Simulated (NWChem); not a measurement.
System: SnNH$_{4}$O$_{2}$F; SMILES [NH2][Sn]([OH])([OH])[F]

NWChem input:

```
start job
memory heap 200 mb stack 900 mb global 1100 mb
geometry units angstroms noautoz
  N     -0.256208    -1.934802    -0.610695
  Sn     0.022690    -0.005338     0.017325
  O     -1.532338     0.732302     1.021431
  O      0.386159     1.334889    -1.413676
  F      1.633999    -0.077795     1.132670
  H      0.158797    -2.553968     0.102437
  H     -1.267098    -2.138054    -0.618931
  H     -1.480477     1.709192     0.998581
  H      1.222095     1.100060    -1.863631
end
basis spherical
  * library def2-svp
end
ecp
  Sn library def2-ecp
end
dft
  xc xpbe96 cpbe96
  iterations 150
  mulliken
end
task dft energy
```

Output (shortened):

```
             Northwest Computational Chemistry Package (NWChem) 7.3.0
             --------------------------------------------------------

 C1  symmetry detected

                             Geometry "geometry" -> ""
                             -------------------------

 Output coordinates in angstroms (scale by  1.889725989 to convert to a.u.)

  No.       Tag          Charge          X              Y              Z
 ---- ---------------- ---------- -------------- -------------- --------------
    1 N                    7.0000    -0.94050226    -1.60894447    -0.87792370
    2 Sn                  50.0000    -0.01882541     0.00119757    -0.01018012
    3 O                    8.0000    -1.25925154     1.14793447     1.04660330
    4 O                    8.0000     0.89871635     1.25849737    -1.25653333
    5 F                    9.0000     1.38039230    -0.78113742     1.11929009
    6 H                    1.0000    -0.82613428    -2.41068915    -0.23895706
    7 H                    1.0000    -1.95322390    -1.42233912    -0.93131968
    8 H                    1.0000    -0.85378124     2.03293715     1.14605106
    9 H                    1.0000     1.61867639     0.78160608    -1.71547277

 Effective nuclear repulsion energy (a.u.)     559.6671157654

 Summary of "ao basis" -> "ao basis" (spherical)
 ------------------------------------------------------------------------------
       Tag                 Description            Shells   Functions and Types
 ---------------- ------------------------------  ------  ---------------------
 N                          def2-svp                 6       14   3s2p1d
 Sn                         def2-svp                10       26   4s4p2d
 O                          def2-svp                 6       14   3s2p1d
 F                          def2-svp                 6       14   3s2p1d
 H                          def2-svp                 3        5   2s1p

            General Information
            -------------------
          SCF calculation type: DFT
          Wavefunction type:  closed shell.
          No. of atoms     :     9
          No. of electrons :    58
           Alpha electrons :    29
            Beta electrons :    29
          Charge           :     0
          Spin multiplicity:     1
          Use of symmetry is: off; symmetry adaption is: off
          Maximum number of iterations: 150
          AO basis - number of functions:   102
                     number of shells:    46
          Convergence on energy requested:  1.00D-06
          Convergence on density requested:  1.00D-05
          Convergence on gradient requested:  5.00D-04

              XC Information
              --------------
          PerdewBurkeErnzerhof Exchange Functional  1.000
            Perdew 1991 LDA Correlation Functional  1.000 local
           PerdewBurkeErnz. Correlation Functional  1.000 non-local

             Grid Information
             ----------------
          Grid used for XC integration:  medium
          Radial quadrature: Mura-Knowles
          Angular quadrature: Lebedev.
          Tag              B.-S. Rad. Rad. Pts. Rad. Cut. Ang. Pts.
          ---              ---------- --------- --------- ---------
          N                   0.65       49          11.0       434
          Sn                  1.45      123           9.0       590
          O                   0.60       49          11.0       434
          F                   0.50       49          10.0       434
          H                   0.35       45          12.0       434
          Grid pruning is: on
          Number of quadrature shells:   499
          Spatial weights used:  Erf1

      Superposition of Atomic Density Guess
      -------------------------------------

 Sum of atomic energies:        -554.01185974

      Non-variational initial energy
      ------------------------------

 Total energy =    -518.925812
 1-e energy   =   -1391.843717
 2-e energy   =     574.308867
 HOMO         =      -0.368319
 LUMO         =      -0.092501

     ---------------------------------------------
      Total Density - Mulliken Population Analysis
     ---------------------------------------------

    Atom       Charge   Shell Charges
 -----------   ------   -------------------------------------------------------
    1 N    7     7.74   1.99  1.05  0.52  2.42  1.75  0.01
    2 Sn  22    19.94   1.60  0.41  0.71  0.14  3.27  2.73  0.65  0.26  9.78  0.41
    3 O    8     8.89   1.99  1.11  0.69  3.04  2.05  0.00
    4 O    8     8.89   1.99  1.11  0.69  3.04  2.05  0.00
    5 F    9     9.72   1.99  1.15  0.81  3.54  2.23  0.00
    6 H    1     0.76   0.59  0.13  0.04
    7 H    1     0.76   0.59  0.12  0.04
    8 H    1     0.65   0.52  0.07  0.06
    9 H    1     0.65   0.52  0.07  0.06

   convergence    iter        energy       DeltaE   RMS-Dens  Diis-err
 ---------------- ----- ----------------- --------- --------- ---------
 d= 0,ls=0.0,diis     1   -521.0482480877 -8.20D+02  2.96D-02  1.51D+00
 d= 0,ls=0.0,diis     2   -520.4014468530  6.47D-01  1.90D-02  8.22D+00
 d= 0,ls=0.0,diis     3   -521.2241215407 -8.23D-01  4.68D-03  1.32D-01
 d= 0,ls=0.0,diis     4   -521.2229286270  1.19D-03  2.43D-03  1.41D-01
 d= 0,ls=0.0,diis     5   -521.2395330936 -1.66D-02  3.94D-04  1.24D-03
  Resetting Diis
 d= 0,ls=0.0,diis     6   -521.2395040453  2.90D-05  2.32D-04  1.48D-03
 d= 0,ls=0.0,diis     7   -521.2396601586 -1.56D-04  4.88D-05  6.70D-06
 d= 0,ls=0.0,diis     8   -521.2396570900  3.07D-06  3.82D-05  3.58D-05
 d= 0,ls=0.0,diis     9   -521.2396607838 -3.69D-06  6.62D-06  9.38D-07
 d= 0,ls=0.0,diis    10   -521.2396608765 -9.27D-08  2.07D-06  7.45D-08

         Total DFT energy =     -521.239660876487
      One electron energy =    -1395.451349713992
           Coulomb energy =      629.429108978898
    Exchange-Corr. energy =      -53.826457275757
 Nuclear repulsion energy =      298.609037134364

 Numeric. integr. density =       57.999998115780

                       DFT Final Molecular Orbital Analysis
                       ------------------------------------

 Vector   27  Occ=2.000000D+00  E=-2.644825D-01
              MO Center= -2.6D-01,  9.8D-01,  9.4D-02, r^2= 3.5D+00
   Bfn.  Coefficient  Atom+Function         Bfn.  Coefficient  Atom+Function
  ----- ------------  ---------------      ----- ------------  ---------------
    46      0.391913  3 O  pz                60      0.309046  4 O  pz
    49      0.289691  3 O  pz                63      0.230266  4 O  pz
    58      0.217781  4 O  px                44      0.168757  3 O  px
    61      0.157949  4 O  px                45     -0.143171  3 O  py
    47      0.124396  3 O  px                73      0.122091  5 F  py

 Vector   28  Occ=2.000000D+00  E=-2.569186D-01
              MO Center= -1.1D-02,  1.2D+00, -2.5D-01, r^2= 3.1D+00
   Bfn.  Coefficient  Atom+Function         Bfn.  Coefficient  Atom+Function
  ----- ------------  ---------------      ----- ------------  ---------------
    60     -0.330464  4 O  pz                46      0.327423  3 O  pz
    58     -0.311739  4 O  px                49      0.250020  3 O  pz
    63     -0.248436  4 O  pz                61     -0.239840  4 O  px
    44      0.219197  3 O  px                47      0.167613  3 O  px
    59     -0.129745  4 O  py                45     -0.122991  3 O  py

 Vector   29  Occ=2.000000D+00  E=-2.442999D-01
              MO Center= -8.3D-01, -1.4D+00, -7.8D-01, r^2= 1.9D+00
   Bfn.  Coefficient  Atom+Function         Bfn.  Coefficient  Atom+Function
  ----- ------------  ---------------      ----- ------------  ---------------
     6      0.473512  1 N  pz                 9     -0.379646  1 N  pz
     3      0.195505  1 N  s                  2      0.177566  1 N  s
     4     -0.161892  1 N  px                 5      0.145895  1 N  py
     8     -0.123176  1 N  py                17     -0.119909  2 Sn s
     7      0.119302  1 N  px                72      0.116322  5 F  px

 Vector   30  Occ=0.000000D+00  E=-9.684914D-02
              MO Center= -8.7D-02,  7.7D-03, -7.4D-02, r^2= 4.2D+00
   Bfn.  Coefficient  Atom+Function         Bfn.  Coefficient  Atom+Function
  ----- ------------  ---------------      ----- ------------  ---------------
    17      0.623916  2 Sn s                 18      0.597072  2 Sn s
     3     -0.410139  1 N  s                 43     -0.284888  3 O  s
    57     -0.285578  4 O  s                 16     -0.259234  2 Sn s
    15     -0.204835  2 Sn s                 44     -0.202693  3 O  px
    59      0.200588  4 O  py                 5      0.198769  1 N  py

 Vector   31  Occ=0.000000D+00  E= 4.837334D-03
              MO Center=  2.9D-01,  1.7D-01, -2.7D-01, r^2= 5.4D+00
   Bfn.  Coefficient  Atom+Function         Bfn.  Coefficient  Atom+Function
  ----- ------------  ---------------      ----- ------------  ---------------
    28      0.488127  2 Sn px                43      0.458605  3 O  s
    30     -0.427668  2 Sn pz                57     -0.407629  4 O  s
    99      0.400323  9 H  s                 94     -0.330546  8 H  s
    25      0.272481  2 Sn px                27     -0.253315  2 Sn pz
    59      0.210732  4 O  py                62      0.197265  4 O  py

 Vector   32  Occ=0.000000D+00  E= 7.924074D-03
              MO Center= -4.1D-01, -1.0D-01, -2.1D-01, r^2= 4.6D+00
   Bfn.  Coefficient  Atom+Function         Bfn.  Coefficient  Atom+Function
  ----- ------------  ---------------      ----- ------------  ---------------
     3      0.579028  1 N  s                 30      0.503075  2 Sn pz
    28      0.496728  2 Sn px                84     -0.365433  6 H  s
    27      0.337746  2 Sn pz                25      0.291350  2 Sn px
    71     -0.273071  5 F  s                 89     -0.265804  7 H  s
    17      0.191488  2 Sn s                 29     -0.154798  2 Sn py

[...]
```

Level: PBE/def2-SVP with def2 effective core potentials on Sn. Structure relaxed at the PBE-D3(BJ)/def2-SVP level. Not confirmed as a minimum by frequencies. def2 effective core potentials on Sn; no spin-orbit coupling.
